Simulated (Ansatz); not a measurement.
The same redistribution along the group V, Nb, Ta.

Program: Ansatz. Geometries: PBE0-D4/def2-TZVP. ΔE: electronic, gas phase. CCSD(T)/CBS adds triple-zeta CCSD(T) − MP2 to the extrapolated MP2 energy (def2 sets, frozen cores). Functionals use def2-TZVPP. Elements past krypton have def2 core potentials. For Nb, Ta, V outer-core shells are correlated without core-valence functions, which leaves a few kJ/mol of doubt a bond. Scalar relativity is left out up to krypton. Each species was taken in one conformer, which may not be the lowest.

| reaction | ωB97M-V (kJ/mol) | CCSD(T)/CBS(def2) (kJ/mol) |
| --- | --- | --- |
| `[O]=[V]([OH])([OH])[F]` + `[SiH3][Al]([Cl])[Cl]` → `[O]=[V]([OH])([F])[Cl]` + `[OH][Al]([SiH3])[Cl]` | 7 | 6 |
| `[O]=[Nb]([OH])([OH])[F]` + `[SiH3][Al]([Cl])[Cl]` → `[O]=[Nb]([OH])([F])[Cl]` + `[OH][Al]([SiH3])[Cl]` | 1 | -3 |
| `[O]=[Ta]([OH])([OH])[F]` + `[SiH3][Al]([Cl])[Cl]` → `[O]=[Ta]([OH])([F])[Cl]` + `[OH][Al]([SiH3])[Cl]` | 19 | 17 |

Largest T1 diagnostic: 0.032, for `[O]=[V]([OH])([OH])[F]`, so its coupled-cluster energy is less sure.
